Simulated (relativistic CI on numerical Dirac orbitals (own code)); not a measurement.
## Slater and spin-orbit integrals, Hf⁶⁸⁺

Computed by Dirac-Coulomb-Breit CI, KLI orbitals optimised for each configuration, QED by a radiative potential, unscaled Slater integrals (own radial code, finite nucleus).

Slater integrals F^k, G^k are unscaled and averaged over j, outside the closed core 1s2; ζ comes from projecting the Hamiltonian with its Breit term on Σ l·s of the shell.

- 2s2p: G^1(2s,2p) = 1.4912e+06, ζ(2p) = 7.0503e+06 cm⁻¹; <r>(2s) = 0.07627, <r^2>(2s) = 0.006906, <r>(2p) = 0.0673, <r^2>(2p) = 0.005514 (bohr units).
- 2p²: F^2(2p,2p) = 1.3963e+06, ζ(2p) = 7.0333e+06 cm⁻¹; <r>(2p) = 0.06736, <r^2>(2p) = 0.005524 (bohr units).
- 2p3s: ζ(2p) = 7.1162e+06, G^1(2p,3s) = 154210 cm⁻¹; <r>(2p) = 0.06713, <r^2>(2p) = 0.005488, <r>(3s) = 0.1779, <r^2>(3s) = 0.0362 (bohr units).

Averages of the first 10 configurations, taken without configuration mixing, which lowers the lowest level and can move excited configurations by several eV; other configurations of the list can lie among them:

```
Configuration  Parity  States  Average energy above the lowest level (eV)
          2s²    even       1                                        10.9
         2s2p     odd      12                                      1066.3
          2p²    even      15                                      2183.4
         2p3s     odd      12                                     11401.0
         2p3p    even      36                                     11722.0
         2s3s    even       4                                     10321.0
         2s3p     odd      12                                     10648.0
         2s3d    even      20                                     10876.6
         2s4s    even       4                                     13842.5
         2s4p     odd      12                                     13978.1
```
